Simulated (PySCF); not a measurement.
C6H6. Atoms are numbered in the order given.

```xyz
12

C      2.9798     0.0097     0.6722
C      1.8412    -0.4524     0.2091
C      0.6939    -0.9332    -0.2644
C     -0.5552    -0.2489    -0.2364
C     -1.6491     0.3094    -0.2303
C     -2.9389     0.9824    -0.2166
H      3.2909    -0.1636     1.7180
H      3.6680     0.5938     0.0351
H      0.7072    -1.9454    -0.7170
H     -3.7366     0.3401    -0.6451
H     -2.9136     1.9220    -0.8087
H     -3.2462     1.2513     0.8165
```
Charge 0, spin multiplicity 1.

The structure is a stationary point at PBE-D3(BJ)/def2-SVP.

The numbers are results of PBE0/def2-TZVP run with PySCF, not measurements.

ESP charges are fitted to the potential on shells at 1.4 to 2.0 van der Waals radii. Atomic charges (e):

```tsv
atom	Löwdin	Mulliken	ESP fit	IAO
C1	-0.21	___	-0.63	-0.36
C2	-0.05	___	0.25	0.05
C3	-0.17	-0.26	-0.34	-0.21
C4	-0.08	0.02	-0.08	-0.07
C5	-0.09	0.00	0.08	-0.04
C6	-0.30	___	-0.60	-0.43
H7	0.14	0.15	0.25	0.18
H8	0.14	0.15	0.25	0.18
H9	0.17	0.15	0.21	0.18
H10	0.15	___	0.20	0.17
H11	0.15	___	0.20	0.17
H12	0.15	___	0.20	0.17
```

Fill in the missing entries. (Estimate from the structure and the level; the computed values follow.)


- C1, Mulliken: -0.28
- C2, Mulliken: 0.03
- C6, Mulliken: -0.45
- H10, Mulliken: 0.16
- H11, Mulliken: 0.16
- H12, Mulliken: 0.16

Give the Mayer and Wiberg (Löwdin basis) orders of the bonds. (An estimate is asked for; the answer gives what the named calculation found.)


```json
[
 {"bond": "C1–C2", "Mayer": "1.97", "Wiberg": "2.20"},
 {"bond": "C2–C3", "Mayer": "1.88", "Wiberg": "1.93"},
 {"bond": "C3–C4", "Mayer": "1.20", "Wiberg": "1.36"},
 {"bond": "C4–C5", "Mayer": "2.71", "Wiberg": "2.67"},
 {"bond": "C5–C6", "Mayer": "0.99", "Wiberg": "1.40"},
 {"bond": "C1–H7", "Mayer": "0.92", "Wiberg": "0.87"},
 {"bond": "C1–H8", "Mayer": "0.92", "Wiberg": "0.87"},
 {"bond": "C3–H9", "Mayer": "0.93", "Wiberg": "0.79"},
 {"bond": "C6–H10", "Mayer": "0.97", "Wiberg": "0.88"},
 {"bond": "C6–H11", "Mayer": "0.97", "Wiberg": "0.88"},
 {"bond": "C6–H12", "Mayer": "0.97", "Wiberg": "0.88"}
]
```
